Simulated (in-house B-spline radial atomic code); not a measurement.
RPA and G0W0 for Ga IX (Ga8+), [Ar] 3d5, highest spin, as one setting changes: the highest l of the empty states. Start: PBE0. A dash marks a level of low quasi-particle weight. Computed with a B-spline radial code for spherical atoms: all electrons, scalar-relativistic (spin-free one-electron X2C), finite nucleus, each spin shell either full or empty, empty states to the listed l with an (l + 1/2)⁻⁴ tail; G0W0 by contour deformation at full frequency.

```
highest l of the empty states  RPA summed (Eh)  RPA extrapolated (Eh)  G0W0 level (eV)
                            4          -1.4338                -1.6085    3d up -211.81
                            5                ?                      ?                ?
                            6          -1.5405                -1.5993    3d up -211.96
                            7          -1.5583                -1.5948    3d up -211.96
                            8                ?                      ?                ?
                            9          -1.5742                -1.5903    3d up -211.94
                           10           -1.578                -1.5894    3d up -211.93
                           11          -1.5805                -1.5889    3d up -211.93
```

What belongs in the row for 5?

RPA summed (Eh): -1.5062; RPA extrapolated (Eh): -1.6071; G0W0 level (eV): 3d up -211.96.

What belongs in the row for 8?

RPA summed (Eh): -1.5682; RPA extrapolated (Eh): -1.5918; G0W0 level (eV): 3d up -211.94.
